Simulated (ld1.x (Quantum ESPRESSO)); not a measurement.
**Transferability test, RRKJ potential for molybdenum**

Mo (Z = 42), norm-conserving RRKJ (Kleinman–Bylander form), made with ld1.x (Quantum ESPRESSO) 7.5 (PBE, scalar-relativistic). Core [Kr], reference 4d5 5s1 5p0. Waves: 5p (bound, empty): rc 2.95 bohr; 4d (bound): rc 1.55 bohr; 5s (bound): rc 2.70 bohr. Local part: the s channel. Core correction: a·sin(br)/r model core inside 1.50 bohr.

Energies are relative to the spin-unpolarised reference configuration 4d5 5s1 5p0; without spin polarisation the order of configurations can differ from experiment.

| valence configuration | charge | ΔE all-electron (eV) | error AE − PS (meV) |
| --- | --- | --- | --- |
| 4d5 5s0 5p0 | +1 | 6.890 | -17 |
| 4d4 5s0 5p0 | +2 | 22.352 | -121 |
| 4d3 5s0 5p0 | +3 | 49.096 | -650 |
| 4d5 5s0.5 5p0 | +0.5 | 2.727 | -3.9 |
| 4d5.5 5s0.5 5p0 | 0 | 0.280 | -20 |

(1) What are ΔE and the potential's error for 4d6 5s0 5p0?

(2) What are ΔE and the potential's error for 4d4 5s1 5p0?

Levels in the configuration 4d4 5s0 5p0:

| level | all-electron (eV) | pseudo (eV) |
| --- | --- | --- |
| 4d | -20.827 | -21.105 |

Results:

(1) ΔE = 0.763 eV all-electron; the error (AE − PS) is -68 meV.

(2) ΔE = 8.064 eV all-electron; the error (AE − PS) is -84 meV.
